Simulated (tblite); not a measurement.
Here is a computed GFN2-xTB geometry (Å):
```
atom  x, y, z in Å
C1    -2.8963   -0.0695    1.1272
N2    -1.5421    0.0430    0.6485
C3    -1.3674   -0.3635   -0.7220
C4    -0.6729    0.8734    1.2749
P5     0.9860    1.2245    1.1732
N6     1.5506    0.2632   -0.1742
C7     1.8452   -1.1285    0.1141
C8     2.5985    0.8836   -0.9608
H9    -3.2416   -1.0983    0.9972
H10   -2.9482    0.1837    2.1838
H11   -3.5756    0.5903    0.5722
H12   -0.3346   -0.2055   -1.0135
H13   -1.6282   -1.4196   -0.8293
H14   -2.0167    0.2209   -1.3847
H15   -1.0980    1.3681    2.1438
H16    2.8079   -1.2592    0.6233
H17    1.0580   -1.5410    0.7429
H18    1.8773   -1.6858   -0.8261
H19    2.6224    0.4141   -1.9480
H20    3.5920    0.7806   -0.5081
H21    2.3749    1.9425   -1.0803
```

Neutral, closed shell.

(1) Read off the bonds between heavy atoms and their formal orders.

(2) Give the structure as a SMILES string.

(3) What is the point group of this geometry?

(4) Describe the place of each heavy atom.

(5) What is the arrangement about N6?

(6) What is the arrangement about P5?

## Answers

(1) C1–N2 1.44 Å (single); N2–C3 1.44 Å (single); N2–C4 1.36 Å (single); C4–P5 1.70 Å (double); P5–N6 1.75 Å (single); N6–C7 1.45 Å (single); N6–C8 1.45 Å (single). Bonds to hydrogen (Å): C1–H9 1.09; C1–H10 1.09; C1–H11 1.10; C3–H12 1.08; C3–H13 1.09; C3–H14 1.10; C4–H15 1.09; C7–H16 1.10; C7–H17 1.09; C7–H18 1.09; C8–H19 1.09; C8–H20 1.10; C8–H21 1.09. The orders are those of one drawing; other resonance forms can be drawn.

(2) `CN(C)/C=P\N(C)C`, C5H13N2P.

(3) C1 (no symmetry element, even within 0.4 Å).

(4) C1/C3: N-methyl carbon; N2: nitrogen bonded to 3 C; C4: carbon bonded to N, P and H; P5: phosphorus bonded to C and N; N6: nitrogen bonded to 2 C and P; C7/C8: N-methyl carbon.

(5) It has 3 neighbours (P5, C7, C8) and is pyramidal (angles 116.1°, 114.6° and 111.8°, sum 342.5°, 0.38 Å off the plane of its three neighbours).

(6) It has 2 neighbours (C4, N6) and is bent (angle 104.3°).
